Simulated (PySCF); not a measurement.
# Stationary points of HfOCl

Computed with PBE0/[Hf def2-TZVP with ECP60, O def2-TZVP, Cl def2-TZVP], scalar-relativistic core potentials, density fitting, no spin–orbit coupling, PySCF.

Relaxations began from a few typed shapes; open shells are unrestricted. The search is not exhaustive: other isomers or separated fragments can lie lower, and high-lying points may rest on an excited occupation.

Problem. Order these stationary points by electronic energy, lowest first, in kJ/mol from the lowest minimum.
A. doublet C∞v: Hf–Cl 2.463 Å, Hf–O 1.763 Å; Cl–Hf–O 180.0°
B. doublet Cs: Hf–Cl 2.352 Å, Hf–O 1.736 Å; Cl–Hf–O 110.8°

Solution. B (0.0), A (80.7).

Problem. Which of them are minima?

Solution. By energy in kJ/mol, 0.0: minimum; 80.7: saddle point, 2 imaginary modes.

Formally Hf is in oxidation state +3, d1, with 1 unpaired electron. The Mulliken spin on Hf is 1.08. The polar-tensor charge on Hf, 1.41, is far below the formal one.

For the lowest minimum: other spin states or occupations of the open shell can lie lower. With an element this heavy the missing spin–orbit coupling can shift these numbers.
